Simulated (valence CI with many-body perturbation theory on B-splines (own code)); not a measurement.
# Forbidden lines of Ce35+

Level of theory: relativistic CI+MBPT: five valence electrons over a frozen Dirac-Fock core [Ar], radial functions for each j: 7 s, 7 p, 8 d, 6 f, 4 g, 1 h, with the one-electron correlation potential Σ1, the two-electron term Σ2, the three-electron term Σ3, Breit, model QED; selected CI, second order for the rest, scaled by the run's own slope (own B-spline code, finite nucleus).

The last digits are not significant, and no measured levels were compared; by estimate large intervals hold to a few tenths of a per cent, small ones and those within an open d or f shell to about a per cent. Only levels of the ground parity were solved; by the run's estimate the other parity begins above the list, which can be wrong where configurations are misplaced.

Lines 51 to 100 of 120 in falling wavelength, among levels below 103.945 eV, chosen from the decays that carry over 1 % of a level's rate. Wavelengths and rates use the calculated energies. S is in atomic units (e²a₀⁴ for E2 and M2, e²a₀⁶ for E3), for M1 in squared Bohr magnetons. Weak lines are less certain than strong ones. Lines between different terms over intervals too small for the method are left out, as are lines whose strength nearly cancels.

Levels are named by their leading jj configuration (3d3/2^4 stands for four electrons in 3d with j = 3/2), which in mixed levels can hold well under half, so a name can repeat and another be missing. Letters in brackets count levels of one name in rising energy.

| λ vac (nm) | Upper | Lower | Type | A (s⁻¹) | S (a.u.) |
| --- | --- | --- | --- | --- | --- |
| 58.94 | (3d3/2^2 3d5/2^3) J=9/2 [a] | (3d3/2^3 3d5/2^2) J=7/2 [a] | M1 | 3.05e+04 | 2.31e+00 |
| 58.72 | (3d3/2 3d5/2^4) J=5/2 [a] | (3d3/2^2 3d5/2^3) J=7/2 [a] | M1 | 5.65e+04 | 2.55e+00 |
| 57.69 | (3d3/2^2 3d5/2^3) J=1/2 [a] | (3d3/2^3 3d5/2^2) J=3/2 [a] | M1 | 5.99e+04 | 8.53e-01 |
| 57.17 | (3d3/2^2 3d5/2^3) J=5/2 [c] | (3d3/2^3 3d5/2^2) J=7/2 [b] | M1 | 3.50e+04 | 1.45e+00 |
| 56.85 | (3d3/2^2 3d5/2^3) J=13/2 | (3d3/2^3 3d5/2^2) J=11/2 | M1 | 1.19e+04 | 1.13e+00 |
| 56.59 | (3d3/2^2 3d5/2^3) J=7/2 [c] | (3d3/2^2 3d5/2^3) J=5/2 [a] | M1 | 3.71e+03 | 1.99e-01 |
| 55.32 | (3d3/2^2 3d5/2^3) J=9/2 [c] | (3d3/2^2 3d5/2^3) J=11/2 | M1 | 3.44e+03 | 2.16e-01 |
| 54.69 | (3d3/2^2 3d5/2^3) J=3/2 [a] | (3d3/2^3 3d5/2^2) J=3/2 [a] | M1 | 9.19e+04 | 2.23e+00 |
| 53.95 | (3d3/2^2 3d5/2^3) J=5/2 [a] | (3d3/2^3 3d5/2^2) J=5/2 [a] | M1 | 1.37e+05 | 4.80e+00 |
| 52.80 | (3d3/2^3 3d5/2^2) J=7/2 [a] | (3d3/2^4 3d5/2) J=5/2 | M1 | 2.97e+04 | 1.30e+00 |
| 52.72 | (3d3/2 3d5/2^4) J=3/2 [a] | (3d3/2^2 3d5/2^3) J=5/2 [b] | M1 | 4.12e+04 | 8.95e-01 |
| 51.48 | (3d3/2 3d5/2^4) J=11/2 | (3d3/2^2 3d5/2^3) J=13/2 | M1 | 2.86e+04 | 1.74e+00 |
| 51.09 | (3d3/2^3 3d5/2^2) J=3/2 [a] | (3d3/2^4 3d5/2) J=5/2 | M1 | 1.14e+05 | 2.26e+00 |
| 50.79 | (3d3/2^2 3d5/2^3) J=5/2 [b] | (3d3/2^3 3d5/2^2) J=3/2 [a] | M1 | 1.37e+04 | 3.99e-01 |
| 50.45 | (3d3/2 3d5/2^4) J=7/2 [a] | (3d3/2^2 3d5/2^3) J=9/2 [a] | M1 | 8.28e+04 | 3.15e+00 |
| 49.62 | (3d3/2^2 3d5/2^3) J=9/2 [b] | (3d3/2^3 3d5/2^2) J=9/2 | M1 | 8.16e+04 | 3.69e+00 |
| 49.21 | (3d3/2^2 3d5/2^3) J=5/2 [b] | (3d3/2^3 3d5/2^2) J=7/2 [a] | M1 | 2.80e+04 | 7.42e-01 |
| 49.09 | (3d3/2 3d5/2^4) J=3/2 [a] | (3d3/2^2 3d5/2^3) J=3/2 [a] | M1 | 1.10e+05 | 1.92e+00 |
| 48.91 | (3d3/2 3d5/2^4) J=5/2 [a] | (3d3/2^2 3d5/2^3) J=5/2 [a] | M1 | 1.92e+05 | 5.01e+00 |
| 48.47 | (3d3/2^2 3d5/2^3) J=7/2 [b] | (3d3/2^3 3d5/2^2) J=5/2 [b] | M1 | 1.53e+03 | 5.16e-02 |
| 47.57 | (3d3/2 3d5/2^4) J=11/2 | (3d3/2^2 3d5/2^3) J=9/2 [a] | M1 | 3.22e+04 | 1.54e+00 |
| 47.46 | (3d3/2^2 3d5/2^3) J=7/2 [c] | (3d3/2^3 3d5/2^2) J=7/2 [b] | M1 | 3.40e+04 | 1.08e+00 |
| 47.41 | (3d3/2^3 3d5/2^2) J=3/2 [b] | (3d3/2^3 3d5/2^2) J=5/2 [a] | M1 | 6.70e+03 | 1.06e-01 |
| 46.90 | (3d3/2 3d5/2^4) J=3/2 [a] | (3d3/2^2 3d5/2^3) J=1/2 [a] | M1 | 9.98e+04 | 1.53e+00 |
| 46.53 | (3d3/2 3d5/2^4) J=5/2 [b] | (3d3/2^2 3d5/2^3) J=5/2 [b] | M1 | 5.50e+04 | 1.23e+00 |
| 46.34 | (3d3/2^2 3d5/2^3) J=7/2 [b] | (3d3/2^3 3d5/2^2) J=9/2 | M1 | 2.06e+04 | 6.09e-01 |
| 45.75 | (3d3/2 3d5/2^4) J=7/2 [a] | (3d3/2^2 3d5/2^3) J=7/2 [a] | M1 | 7.02e+04 | 1.99e+00 |
| 45.56 | (3d3/2^2 3d5/2^3) J=7/2 [a] | (3d3/2^3 3d5/2^2) J=5/2 [a] | M1 | 1.51e+04 | 4.23e-01 |
| 44.83 | (3d3/2^2 3d5/2^3) J=3/2 [b] | (3d3/2^3 3d5/2^2) J=1/2 | M1 | 1.08e+04 | 1.44e-01 |
| 44.60 | (3d3/2 3d5/2^4) J=11/2 | (3d3/2^2 3d5/2^3) J=11/2 | M1 | 1.22e+05 | 4.82e+00 |
| 44.58 | (3d3/2^2 3d5/2^3) J=9/2 [b] | (3d3/2^3 3d5/2^2) J=11/2 | M1 | 3.04e+04 | 9.98e-01 |
| 42.95 | (3d3/2^2 3d5/2^3) J=3/2 [b] | (3d3/2^3 3d5/2^2) J=5/2 [b] | M1 | 1.15e+04 | 1.35e-01 |
| 42.73 | (3d3/2^2 3d5/2^3) J=9/2 [b] | (3d3/2^3 3d5/2^2) J=7/2 [a] | M1 | 2.47e+04 | 7.13e-01 |
| 41.94 | (3d3/2 3d5/2^4) J=5/2 [a] | (3d3/2^3 3d5/2^2) J=7/2 [b] | M1 | 5.94e+03 | 9.75e-02 |
| 40.84 | (3d3/2^2 3d5/2^3) J=1/2 [b] | (3d3/2^3 3d5/2^2) J=1/2 | M1 | 3.85e+04 | 1.95e-01 |
| 40.28 | (3d3/2^2 3d5/2^3) J=7/2 [b] | (3d3/2^3 3d5/2^2) J=7/2 [a] | M1 | 1.63e+03 | 3.15e-02 |
| 40.04 | (3d3/2^2 3d5/2^3) J=5/2 [c] | (3d3/2^3 3d5/2^2) J=3/2 [a] | M1 | 2.25e+04 | 3.22e-01 |
| 40.03 | (3d3/2^2 3d5/2^3) J=7/2 [c] | (3d3/2^3 3d5/2^2) J=5/2 [b] | M1 | 1.59e+04 | 3.02e-01 |
| 39.56 | (3d3/2 3d5/2^4) J=7/2 [a] | (3d3/2^2 3d5/2^3) J=5/2 [a] | M1 | 8.81e+03 | 1.62e-01 |
| 39.17 | (3d3/2^2 3d5/2^3) J=9/2 [c] | (3d3/2^3 3d5/2^2) J=7/2 [b] | M1 | 3.46e+04 | 7.72e-01 |
| 39.05 | (3d3/2^2 3d5/2^3) J=5/2 [c] | (3d3/2^3 3d5/2^2) J=7/2 [a] | M1 | 5.91e+04 | 7.83e-01 |
| 38.56 | (3d3/2^2 3d5/2^3) J=7/2 [c] | (3d3/2^3 3d5/2^2) J=9/2 | M1 | 3.78e+04 | 6.44e-01 |
| 38.54 | (3d3/2^2 3d5/2^3) J=3/2 [a] | (3d3/2^3 3d5/2^2) J=5/2 [a] | M1 | 7.13e+04 | 6.06e-01 |
| 37.25 | (3d3/2^2 3d5/2^3) J=3/2 [b] | (3d3/2^3 3d5/2^2) J=3/2 [a] | M1 | 1.77e+04 | 1.35e-01 |
| 37.19 | (3d3/2 3d5/2^4) J=5/2 [b] | (3d3/2^2 3d5/2^3) J=7/2 [a] | M1 | 3.06e+04 | 3.50e-01 |
| 36.97 | (3d3/2^3 3d5/2^2) J=7/2 [b] | (3d3/2^4 3d5/2) J=5/2 | M1 | 5.30e+03 | 7.94e-02 |
| 36.04 | (3d3/2 3d5/2^4) J=5/2 [b] | (3d3/2^3 3d5/2^2) J=3/2 [b] | M1 | 2.63e+04 | 2.73e-01 |
| 36.03 | (3d3/2 3d5/2^4) J=5/2 [a] | (3d3/2^3 3d5/2^2) J=5/2 [b] | M1 | 4.90e+04 | 5.10e-01 |
| 36.00 | (3d3/2 3d5/2^4) J=3/2 [a] | (3d3/2^2 3d5/2^3) J=5/2 [a] | M1 | 2.19e+04 | 1.51e-01 |
| 34.87 | (3d3/2 3d5/2^4) J=7/2 [a] | (3d3/2^3 3d5/2^2) J=7/2 [b] | M1 | 3.98e+03 | 5.01e-02 |
